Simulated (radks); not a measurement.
Neutral palladium inside a hard spherical wall (all orbitals vanish at R), configuration held at [Kr] 4d10 and not refilled when levels cross. Calculated with a radial shooting solver on a logarithmic mesh with Libxc functionals: scalar-relativistic Kohn-Sham, LDA (Slater exchange, VWN5 correlation), spin-polarised, spherical densities, finite nucleus; Fermi nuclear charge, rms radius 4.5318 fm. Eigenvalues in eV for spin up, with the zero of energy where the potential of the charges vanishes at infinity; a dash marks a level that is unbound or too diffuse for the functional's potential to be trusted. A positive occupied level is held by the wall or, in an anion where self-interaction has pushed it up, behind a barrier. The pressure on the wall is -dE/dV.

\begin{tabular}{lrrrrrrrrr}
R (bohr) & E (hartree) & kinetic (hartree) & e(3d) & e(4s) & e(4p) & e(4d) & e(5s, empty) & e(5p, empty) & pressure (GPa) \\ \hline
free & -5041.05530 & 5227.135 & -325.95 & -85.433 & -51.363 & -4.310 & -3.609 & -0.354 & 0 \\
12 & -5041.05529 & 5227.135 & -325.94 & -85.431 & -51.361 & -4.309 & -3.606 & -0.244 & 0.000161 \\
10 & -5041.05521 & 5227.136 & -325.93 & -85.420 & -51.351 & -4.299 & -3.590 & -0.081 & 0.00255 \\
7 & -5041.05175 & 5227.161 & -325.69 & -85.179 & -51.114 & -4.085 & -3.246 & 0.996 & 0.213 \\
6 & -5041.04257 & 5227.218 & -325.24 & -84.759 & -50.703 & -3.714 & -2.653 & 2.198 & 1.08 \\
5 & -5041.00675 & 5227.413 & -324.04 & -83.638 & -49.615 & -2.720 & -1.031 & 4.899 & 6.28 \\
4 & -5040.84993 & 5228.149 & -320.60 & -80.555 & -46.652 & 0.082 & 3.850 & 11.925 & 45.6 \\
2 & -5032.44524 & 5261.340 & -263.40 & -38.252 & -4.183 & 49.020 & 117.98 & 144.15 & 12600 \\
1.5 & -5006.84930 & 5349.108 & -181.86 & 27.544 & 67.398 & 132.43 & 330.27 & 366.33 & 108000 \\
\end{tabular}
